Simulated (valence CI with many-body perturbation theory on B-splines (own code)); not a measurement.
**Ca⁴⁺: E2, E3, M1, M2 decay**

Computed by relativistic CI+MBPT: six valence electrons over a frozen Dirac-Fock core [Ne], a basis of 9 s, 9 p, 8 d, 6 f, 3 g, 1 h functions for each j, with the one-electron correlation potential Σ1 (screened to all orders), the two-electron term Σ2, the three-electron term Σ3, Breit, model QED; selected single and double excitations, second order for the rest, scaled by the run's own slope (own B-spline code, finite nucleus).

Against 7 measured levels this calculation errs by 138 cm⁻¹ on average and by 311 at most. These come from a selection out of Sugar and Corliss, J. Phys. Chem. Ref. Data 8, 865 (1979). Levels without a partner in it may be off by more. Among the levels kept, up to 1100 cm⁻¹ of a level comes from second order outside the variational space, and about a tenth of that is noise between levels of different J, which matters for small intervals.

Lines 1 to 36 of 36 in falling wavelength, among levels below 274450 cm⁻¹, chosen from the decays that carry over 1 % of a level's rate. Wavelengths and rates use the calculated energies, so an error of 100 cm⁻¹ moves a line at 6037 Å by 0.6 % and its rate by three times that or more. Electric multipoles are in the length gauge, E1 and E2 with the static RPA response of the core. Weak lines are less certain than strong ones. Lines between different terms over intervals too small for the method are left out, as are lines whose strength nearly cancels. Branching is blank where the lifetime is uncertain.

Letters in brackets count levels of one name in rising energy.

| λ vac (Å) | λ from measured levels | Upper | Lower | Type | A (s⁻¹) | Branch % |
| --- | --- | --- | --- | --- | --- | --- |
| 1.119e+05 | 1.148e+05 | 3s2.3p4 3P_0 | 3s2.3p4 3P_1 | M1 | 3.84e-02 | 99.9 |
| 41600 | 41590 | 3s2.3p4 3P_1 | 3s2.3p4 3P_2 | M1 | 3.11e-01 | 100.0 |
| 7688 |  | 3s2.3p3.3d 3G°_4 | 3s2.3p3.3d 3F°_4 [a] | M1 | 1.67e-01 |  |
| 7570 |  | 3s2.3p3.3d 3G°_5 | 3s2.3p3.3d 3F°_4 [a] | M1 | 1.79e-01 |  |
| 7431 |  | 3s2.3p3.3d 3F°_4 [b] | 3s2.3p3.3d 1G°_4 | M1 | 1.01e+00 | 1.4 |
| 6037 | 6088 | 3s2.3p4 1D_2 | 3s2.3p4 3P_1 | M1 | 4.40e-01 | 18.2 |
| 5405 |  | 3s2.3p3.3d 1G°_4 | 3s2.3p3.3d 3F°_4 [a] | M1 | 2.18e-01 |  |
| 5334 |  | 3s2.3p3.3d 3F°_4 [b] | 3s2.3p3.3d 3G°_5 | M1 | 1.28e+00 | 1.7 |
| 5277 |  | 3s2.3p3.3d 3F°_4 [b] | 3s2.3p3.3d 3G°_4 | M1 | 1.06e+00 | 1.4 |
| 5272 | 5311 | 3s2.3p4 1D_2 | 3s2.3p4 3P_2 | M1 | 1.97e+00 | 81.5 |
| 5157 |  | 3s2.3p3.3d 1G°_4 | 3s2.3p3.3d 3F°_3 [a] | M1 | 1.36e-01 |  |
| 4170 |  | 3s2.3p3.3d 3F°_4 [a] | 3s2.3p3.3d 5D°_4 | M1 | 7.18e-01 |  |
| 3972 | 3999 | 3s2.3p4 1S_0 | 3s2.3p4 1D_2 | E2 | 3.64e+00 | 13.0 |
| 2704 |  | 3s2.3p3.3d 3G°_4 | 3s2.3p3.3d 5D°_4 | M1 | 4.64e-02 |  |
| 2689 |  | 3s2.3p3.3d 3G°_5 | 3s2.3p3.3d 5D°_4 | E2 | 8.37e-03 |  |
| 2689 |  | 3s2.3p3.3d 3G°_5 | 3s2.3p3.3d 5D°_4 | M1 | 6.39e-03 |  |
| 2396 | 2414 | 3s2.3p4 1S_0 | 3s2.3p4 3P_1 | M1 | 2.42e+01 | 86.5 |
| 2354 |  | 3s2.3p3.3d 1G°_4 | 3s2.3p3.3d 5D°_4 | M1 | 1.12e-01 |  |
| 1788 |  | 3s2.3p3.3d 3F°_4 [b] | 3s2.3p3.3d 5D°_4 | M1 | 7.85e+00 | 10.7 |
| 1785 |  | 3s2.3p3.3d 3F°_4 [b] | 3s2.3p3.3d 5D°_3 | M1 | 1.56e+00 | 2.1 |
| 1290 |  | 3s2.3p3.3d 3F°_4 [a] | 3s.3p5 3P°_2 | E2 | 5.51e+00 |  |
| 1104 |  | 3s2.3p3.3d 3G°_4 | 3s.3p5 3P°_2 | E2 | 6.03e-02 |  |
| 1041 |  | 3s2.3p3.3d 1G°_4 | 3s.3p5 3P°_2 | E2 | 2.57e-01 |  |
| 913.2 |  | 3s2.3p3.3d 3F°_4 [b] | 3s.3p5 3P°_2 | E2 | 5.54e+01 | 75.4 |
| 480.7 |  | 3s2.3p3.3d 5D°_4 | 3s2.3p4 3P_2 | M2 | 4.47e+00 |  |
| 469.4 |  | 3s2.3p3.3d 3F°_4 [a] | 3s2.3p4 1D_2 | M2 | 7.45e+00 |  |
| 442.4 |  | 3s2.3p3.3d 3G°_4 | 3s2.3p4 1D_2 | M2 | 2.26e-02 |  |
| 431.9 |  | 3s2.3p3.3d 1G°_4 | 3s2.3p4 1D_2 | M2 | 2.81e+00 |  |
| 431.9 |  | 3s2.3p3.3d 1G°_4 | 3s2.3p4 1D_2 | E3 | 2.64e-01 |  |
| 431.0 |  | 3s2.3p3.3d 3F°_4 [a] | 3s2.3p4 3P_2 | M2 | 3.66e-01 |  |
| 412.2 |  | 3s2.3p3.3d 3G°_4 | 3s2.3p4 3P_1 | E3 | 1.33e-01 |  |
| 408.1 |  | 3s2.3p3.3d 3G°_4 | 3s2.3p4 3P_2 | E3 | 8.21e-02 |  |
| 408.1 |  | 3s2.3p3.3d 3G°_4 | 3s2.3p4 3P_2 | M2 | 2.43e-02 |  |
| 407.8 |  | 3s2.3p3.3d 3G°_5 | 3s2.3p4 3P_2 | E3 | 2.27e-01 |  |
| 399.2 |  | 3s2.3p3.3d 1G°_4 | 3s2.3p4 3P_2 | M2 | 1.30e-01 |  |
| 378.8 |  | 3s2.3p3.3d 3F°_4 [b] | 3s2.3p4 3P_2 | M2 | 2.69e+00 | 3.7 |
